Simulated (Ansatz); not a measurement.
Coupled-cluster run, C6H18N4W (`C[N]=[W](=[N]C)([N](C)C)[N](C)C`).

```yaml
crystal:
  periodic: [false, false, false]
  atoms:
    - {symbol: C, position_ang: [1.311453, 1.982134, 2.355098]}
    - {symbol: N, position_ang: [0.831850, 1.041133, 1.411444]}
    - {symbol: W, position_ang: [-0.034505, 0.292440, 0.069631]}
    - {symbol: N, position_ang: [-1.113080, 1.349690, -0.841704]}
    - {symbol: C, position_ang: [-1.835724, 2.481994, -1.290813]}
    - {symbol: N, position_ang: [-1.138190, -1.154400, 0.823753]}
    - {symbol: C, position_ang: [-0.810894, -1.871336, 2.033183]}
    - {symbol: C, position_ang: [-2.368924, -1.622547, 0.232257]}
    - {symbol: N, position_ang: [1.318863, -0.385423, -1.190947]}
    - {symbol: C, position_ang: [2.651345, -0.785500, -0.806014]}
    - {symbol: C, position_ang: [1.094537, -0.540446, -2.608512]}
    - {symbol: H, position_ang: [1.071602, 1.665900, 3.377702]}
    - {symbol: H, position_ang: [2.402254, 2.078031, 2.290254]}
    - {symbol: H, position_ang: [0.878827, 2.977690, 2.203008]}
    - {symbol: H, position_ang: [-1.586387, 2.715464, -2.333198]}
    - {symbol: H, position_ang: [-2.916143, 2.297594, -1.246858]}
    - {symbol: H, position_ang: [-1.624040, 3.373209, -0.688862]}
    - {symbol: H, position_ang: [0.092054, -1.467112, 2.490255]}
    - {symbol: H, position_ang: [-0.645010, -2.939460, 1.831906]}
    - {symbol: H, position_ang: [-1.628738, -1.798862, 2.765197]}
    - {symbol: H, position_ang: [-2.291012, -2.676697, -0.070435]}
    - {symbol: H, position_ang: [-2.623326, -1.033611, -0.648683]}
    - {symbol: H, position_ang: [-3.200967, -1.547673, 0.947852]}
    - {symbol: H, position_ang: [2.822437, -1.852453, -1.009146]}
    - {symbol: H, position_ang: [2.815741, -0.611036, 0.257078]}
    - {symbol: H, position_ang: [3.408381, -0.219274, -1.368383]}
    - {symbol: H, position_ang: [1.837263, 0.028192, -3.187285]}
    - {symbol: H, position_ang: [1.178013, -1.593555, -2.913317]}
    - {symbol: H, position_ang: [0.102322, -0.184098, -2.884460]}
basis:
  gaussian: {orbitals: def2-SVP}
correlation: {method: ccsd_t}
```

```sh
$ ansatz run in.yaml --threads 11 --pin off --events-out ev --progress --plain --max-ram 174080MiB --backend cuda --devices 0, --max-vram 75GiB
```

The program prints (abridged):

```
Functional definition: HF
2695 factors; integrals over basis functions are off by at most 1.4e-3 eV
mean field evaluation 1: about -14182.5852 eV, gradient 6.2e1 eV
mean field evaluation 2: about -14182.6081 eV, gradient 6.2e1 eV
mean field evaluation 4: about -14191.4299 eV, gradient 1.3e1 eV
mean field evaluation 8: about -14191.8437 eV, gradient 2.8e-1 eV
mean field evaluation 16: about -14191.7814 eV, gradient 3.8e0 eV
mean field -14191.84418460 eV, -521.5406542067 hartree, gradient 2.3e-6 eV, S^2 0.000000; 0 other end points of the search recorded, 0 dependent functions left out
10 core orbitals not correlated: weight in the atoms' cores, before any rotation towards them, 1.000 or more for the frozen orbitals, at most 0.000 for the correlated occupied ones
reference -14191.84418460 eV, -521.5406542067 hartree; 38, 38 occupied and 214, 214 virtual orbitals, 2695 factors
second order -53.10654833 eV of doubles, -0.00000000 eV of singles
cycle   1  -51.69212637 eV  change     1.4e0 eV  update   2.8e-1
cycle   2  -53.61365349 eV  change    -1.9e0 eV  update   1.5e-1
cycle   3  -54.27466362 eV  change   -6.6e-1 eV  update   4.3e-2
cycle   4  -54.31003098 eV  change   -3.5e-2 eV  update   1.5e-2
cycle   5  -54.30008029 eV  change    1.0e-2 eV  update   4.6e-3
cycle   6  -54.30258859 eV  change   -2.5e-3 eV  update   2.2e-3
cycle   7  -54.30092616 eV  change    1.7e-3 eV  update   7.9e-4
cycle   8  -54.30036317 eV  change    5.6e-4 eV  update   4.0e-4
cycle   9  -54.30065325 eV  change   -2.9e-4 eV  update   1.3e-4
cycle  10  -54.30068146 eV  change   -2.8e-5 eV  update   6.1e-5
perturbative correction -2.28165540 eV, -0.0838492893 hartree
Total energy: -14248.42652147 eV, -523.6200167335 hartree
```

Hardware: 11 threads of an AMD EPYC 7R13 on a shared host and a whole NVIDIA H100 80 GB. Wall time 11 s, peak host memory 1.9 GiB.

MP2 recovers 93.9 % of the CCSD(T) correlation energy and the triples give 4.0 %; T1 = 0.0165.
